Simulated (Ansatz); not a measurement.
Question: Name a neutral molecule of C, Cl, Ge, Si and H with LUMO energy (PBE0/def2-TZVPP) between -0.50 and -0.20 eV and HOMO energy (PBE/def2-TZVPP) between -6.95 and -6.65 eV (Ansatz, PBE0-D4/def2-TZVP geometry).

Answer: `[CH3][GeH]([SiH3])[Cl]` (-0.38 eV, -6.73 eV). Other molecules can fit too; these were computed, each in one conformer that needn't be the lowest.
